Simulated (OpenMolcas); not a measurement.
F⁴⁺: the spin-orbit constant, worked from levels

| Item | Value |
| --- | --- |
| Program | OpenMolcas |
| Basis | ANO-L-VTZP [4s3p2d1f] |
| Scalar Hamiltonian | non-relativistic, point nucleus |
| Active space | 3 electrons in 4 orbitals (2s 2p) |
| State averaging | 2S+1 = 4 odd, 1 root; 2S+1 = 2 odd, 11 roots (8 in the spin-orbit step); 2S+1 = 4 even, 3 roots; 2S+1 = 2 even, 9 roots |
| Spin-orbit coupling | RASSI with atomic mean-field integrals over the reference wave functions, term energies averaged over their components |

Methods: CASSCF; SS-CASPT2, IPEA 0.25 Eh, imaginary shift 0.1 Eh (closed shells correlated: 1s). Measured levels: Moore, Atomic Energy Levels, vol. I, NSRDS-NBS 35 (1971 reprint of NBS Circular 467, 1949).

**The spin-orbit constant.** For the Hund term 2P* of p1, E(J) = (A/2) J(J+1) + constant and ζ = 2S·A = A. From J = 1/2 to J = 3/2 the energy changes by 1.5 A.

```csv
Source,E(3/2) - E(1/2),A,ζ
CASSCF,699.2,466.1,466
SS-CASPT2,699.2,466.1,466
measured,746.0,497.3,497
```

All in cm-1. SS-CASPT2 is off by -6.3 % and CASSCF by -6.3 %. Both methods take the spin-orbit matrix elements from the reference wave functions, so the second can move ζ only through the term energies and any multistate remixing.

Measured partners are found by configuration, term and J. A level has none where our copy of the source lacks it or the pairing is in doubt (some pairs that miss far off the trend of their configuration count as doubtful), and it then counts in no deviation. Only configurations of the active space appear.

* marks odd parity.
